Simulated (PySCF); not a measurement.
BrGeH3Te, SMILES [GeH3][Te]Br.

Geometry: B3LYP-D3(BJ)/def2-SVP. This is a generated structure with no PubChem entry under its InChIKey; it may be hypothetical. The def2 effective core potentials stand for the cores of Te; spin–orbit coupling is left out.

Calculation: PBE/def2-TZVPD (PySCF).

total energy: -4920.31187 hartree
point group: Cs
highest occupied level: -5.46 eV
lowest empty level: -3.72 eV
orbital gap: 1.74 eV
dipole moment: 2.01 D
quadrupole, principal values (traceless, Buckingham form, about the centre of nuclear charge): -4.41, 1.32, 3.09 D·Å
mean static polarisability: 104.0 bohr³ (15.41 Å³)
polarisability, principal values: 81.4, 103.0, 127.5 bohr³
